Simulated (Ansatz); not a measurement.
The same path of a periodic cell of 17 atoms, TiSi$_{16}$ (host Si, host structure diamond, interstitial Ti) was run twice with different band settings. Lost on the way: Si2–Ti17, Si3–Ti17, Si5–Ti17, Si16–Ti17. Made: Si8–Ti17, Si10–Ti17, Si11–Ti17, Si13–Ti17.

Method: DFT PBE-D3(BJ), scalar-relativistic, plane waves, PAW (Ansatz 0.2.0). Settings: PAW set soft_1, cutoff 420 eV, k mesh 2x2x2, gaussian smearing 0.05 eV, no spin polarisation.

Relaxed end points:

```xyz
17
Lattice="0.0000 5.4300 5.4300 5.4300 0.0000 5.4300 5.4300 5.4300 0.0000" Properties=species:S:1:pos:R:3
Si -0.026 -0.052 -0.051
Si 1.281 1.323 1.324
Si 2.627 2.725 -0.083
Si 4.027 4.070 1.318
Si 2.627 -0.084 2.726
Si 4.028 1.317 4.072
Si 5.427 2.717 2.718
Si 6.739 4.029 4.030
Si -0.022 2.697 2.698
Si 1.320 4.039 4.040
Si 2.659 5.378 2.694
Si 4.033 6.753 4.001
Si 2.659 2.693 5.380
Si 4.033 4.000 6.754
Si 5.435 5.346 5.347
Si 6.781 6.747 6.748
Ti 4.026 6.746 6.747
```

```xyz
17
Lattice="0.0000 5.4300 5.4300 5.4300 0.0000 5.4300 5.4300 5.4300 0.0000" Properties=species:S:1:pos:R:3
Si -0.022 0.055 0.052
Si 1.324 1.394 1.389
Si 2.663 2.740 0.051
Si 4.031 4.116 1.361
Si 2.662 0.055 2.736
Si 4.031 1.362 4.113
Si 5.433 2.714 2.711
Si 6.784 4.117 4.112
Si -0.018 2.736 2.732
Si 1.285 4.110 4.107
Si 2.631 5.517 2.705
Si 4.037 6.862 4.107
Si 2.630 2.707 5.513
Si 4.036 4.110 6.858
Si 5.439 5.517 5.512
Si 6.744 6.832 6.831
Ti 4.032 4.115 4.111
```

Common settings: climbing image yes; optimiser fire; force threshold 0.05 eV/Å; end points relaxed.

| run | movable images | spring | start path | iteration limit |
| --- | --- | --- | --- | --- |
| 1 | 7 | 5.0 eV/Å² | IDPP | 53 |
| 2 | 3 | 50.0 eV/Å² | default | 50 |

Problem. What does each run give, and how far can it be trusted?

Solution. Run 1: converged after 34 iterations, highest image 1.735 eV above the first end. The profile has 2 maxima (images 2, 6) with wells between them (image 4): this band takes more than one step, which may be the mechanism or a detour left from its start path. By the program's own check the climbing image is of a kind that is not told: the force calls were inconclusive, a negative curvature could not be distinguished from the path's own, the only one lies far off the path, or fixed occupations may fill a level only in part (lowest curvatures found: -3.62 and 0.06 eV/Å²).
Run 2: converged after 44 iterations, highest image 1.740 eV above the first end. The profile has 2 maxima (images 1, 3) with wells between them (image 2): this band takes more than one step, which may be the mechanism or a detour left from its start path. Neighbouring images differ by up to 1.7 eV, so the band resolves the path poorly. The order of the point at the top wasn't checked.
Limits of this set-up: coarse k mesh, a small cell, in which the defect meets its images, a typed lattice constant that wasn't relaxed here.
